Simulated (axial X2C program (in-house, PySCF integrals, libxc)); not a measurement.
GaF⁻ along the bond: PBE0, with spin–orbit coupling

Computed with an in-house all-electron X2C program for linear molecules (integrals from PySCF). Two-component (2c) means X2C with spin–orbit coupling and atomic mean-field two-electron Coulomb and Gaunt terms. Basis: Ga dyall-acv3z [10s10p8d5f1g], F dyall-av3z [7s6p3d2f] (cores contracted in-house); Gaussian nuclei, density fitting, unrestricted open shells. Masses: Ga 68.926 u, F 18.998 u.

State: Ω = 1/2 (⟨Sz⟩ = -0.50, ⟨Lz⟩ = 1.00 at PBE0). Dipoles are positive if F is the positive end and refer to the centre of mass.

```
R (Å)   μ (D)  HOMO (eV)  LUMO (eV)
1.601   1.348       1.05       1.74
1.674   1.043       1.07       1.78
1.730   0.793       1.07       1.82
1.785   0.524       1.08       1.86
1.840   0.238       1.09       1.89
1.904  -0.119       1.09       1.94
1.969  -0.498       1.09       1.97
2.052  -1.013       1.07       2.01
2.153  -1.671       1.04       2.04
2.300  -2.658       0.97       2.06
```

(1) The minimum lies at 1.834 Å. What is the dipole moment there?

The state is one determinant whose occupation by symmetry is held fixed; it was picked as the lowest of a PBE0 search that is not exhaustive. Density functionals use the spin component along the axis (collinear). The highest occupied level is positive at some bond lengths even in Hartree–Fock (under at least one Hamiltonian), so the basis set holds the extra electron there; where that holds at Re the anion is at best weakly bound and its constants depend on the basis. Other states lie close and PBE0, whose exact exchange favours high spin, may order them wrongly; the determinant shown need not be the ground state. The nearest other 2c determinant of the search, Ω = 3/2, lies 0.03 eV up at the distance of the search. The functionals have no current-density term, which raises determinants with orbital currents, atoms included. The LUMO of an anion is an unbound level whose energy the basis sets.

Results:

(1) At PBE0, 2c, with the sign and origin stated: μ = 0.27 D.
